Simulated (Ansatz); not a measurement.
Cost and result for the atomization energy of CH$_{6}$Si$_{2}$Te, SMILES `C[SiH]1[SiH2][Te]1` (10 atoms, 10 bonds).

Z-matrix (Å, degrees):
```
C
Si 1 1.866
H 1 1.091 2 110.3
H 1 1.093 2 110.2 3 -120.2
H 1 1.092 2 110.4 3 120.0
Si 2 2.273 1 122.4 3 28.4
Te 2 2.508 1 117.2 3 -45.5
H 2 1.484 1 112.7 3 179.5
H 6 1.484 2 120.6 1 -2.0
H 6 1.483 2 122.1 1 148.8
```

Charge 0, multiplicity 1. Correlated methods include outer-core shells of Te, which these sets cover unevenly. Te takes the def2 core potential. The geometry is a stationary point of PBE0-D4/def2-TZVP. Program: Ansatz. All runs use 4 threads of an Arm Neoverse V2 on a shared host. Times are those of one run each, without the atoms' runs, and a repeat can differ threefold. Electronic energies, without spin–orbit coupling; frozen cores. CCSD(T)/CBS adds CCSD(T) − MP2 in def2-TZVPP to the MP2 limit, and its time is that of the two runs behind it. T1 = 0.012. With those shells the extrapolation isn't a true limit. B3LYP takes the VWN-RPA correlation (the form of Gaussian; ORCA's B3LYP/G).

CCSD(T)/CBS is a level of theory with its own doubt, some kJ/mol a heavy atom from the limit and from the frozen cores, so smaller differences don't rank the functionals.

```tsv
level	functions	wall time	atomization (kcal/mol)	difference from CCSD(T)/CBS	per bond
PBE-D4/def2-TZVPP (with forces)	249	2.7 s	771.0	1.1	0.1
PBE0-D4/def2-TZVPP	249	3.3 s	765.6	-4.3	-0.4
B3LYP-D4/def2-TZVPP (with forces)	249	4.9 s	762.2	-7.7	-0.8
r2SCAN-D4/def2-TZVPP (with forces)	249	5.5 s	768.5	-1.4	-0.1
B2PLYP/def2-TZVPP	249	6 s	752.1	-17.8	-1.8
ωB97X-V/def2-TZVPP	249	8.5 s	770.4	0.5	0.0
ωB97M-V/def2-TZVPP (with forces)	249	13 s	762.8	-7.1	-0.7
MP2/def2-QZVPP	459	21 s	763.7	-6.2	-0.6
CCSD(T)/def2-TZVPP	249	2.8 min	744.9	-25.0	-2.5
CCSD(T)/CBS(def2)	–	3.1 min	769.9	0.0	0.0
```

The D4 term adds +11.1 kcal/mol with B3LYP and +5.8 kcal/mol with PBE0; it sums over pairs of atoms, weighted by their polarisabilities, and B3LYP, whose exchange is more repulsive, gets the larger term. From PBE to PBE0 (25 % exact exchange), in def2-TZVPP and without D4, the atomization energy moves by −4.4 kcal/mol: exact exchange takes away binding that semilocal exchange gives to molecules. In def2-TZVPP, CCSD(T) changes the Hartree–Fock value by +182.0 kcal/mol (the triples alone add +11.9 kcal/mol) and MP2 by +186.2 kcal/mol; breaking electron pairs costs correlation energy, which Hartree–Fock lacks.

Spin–orbit coupling would lower the free Te atoms strongly, and the atomization energy with them, by more than many differences here.
